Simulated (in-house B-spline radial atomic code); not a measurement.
## RPA and G0W0 on BLYP: the nitrogen ion N⁵⁺

Configuration 1s2, mean-field start BLYP. Computed with a B-spline radial code for spherical atoms: all electrons, scalar-relativistic (spin-free one-electron X2C), finite nucleus, each spin shell either full or empty, empty states to l = 9 with an (l + 1/2)⁻⁴ tail; G0W0 by contour deformation at full frequency.

Command:
```bash
python run_gw.py task.json out
```
Settings (radii: box in bohr, nucleus in fm):
```
Z                        7
electrons                2
configuration            1s2
hamiltonian              x2c
method                   b88,lyp
lmax                     9
rms_radius               2.5582
spin_polarised           False
box_radius               10.43
intervals                69
ion_configuration        1s1
```

Cost of the run: 1 s on 1 thread of Arm Neoverse V2 (shared host).

Energies (hartree):

```
                                     term      value
                         mean-field total  -44.78614
Hartree-Fock functional on these orbitals  -44.76060
                      direct second order  -0.094577
                    second-order exchange   0.047289
                         SOSEX correction   0.045523
```

What is the RPA correlation energy, and what remains with SOSEX?

RPA gives -0.091044 hartree (-1.24 eV per electron); RPA + SOSEX gives -0.045521, and the second-order doubles -0.047287 hartree (no singles). SOSEX takes back 50 % of the RPA value, the self-correlation of each of the two electrons.

Quasi-particle levels (eV):

| level | occupied | mean field | Σx - vxc | Σc | QP weight | G0W0 |
| --- | --- | --- | --- | --- | --- | --- |
| 1s | yes | -512.01 | -40.56 | ? | ? | ? |
| 2s | no | -110.10 | 12.79 | -0.21 | 1.000 | -97.53 |

G0W0 = mean field + (Σx - vxc) + Σc, with Σc (partial-wave tail included) taken at the quasi-particle energy.

Where does G0W0 put 1s?

At -551.81 eV, with Σc = 0.76 eV and a quasi-particle weight of 0.993. The tabulated removal energy is 552.067 eV (NIST, tabulated theory).

What does it cost to remove one electron (to 1s1) by differences of total energies, each species on its own start (correlation terms add to the Hartree-Fock functional)?

BLYP 552.07 eV, Hartree-Fock functional 550.90 eV, + RPA 552.75 eV, + RPA + SOSEX 552.14 eV, + second order 552.19 eV. Tabulated: 552.067 eV (NIST, tabulated theory).
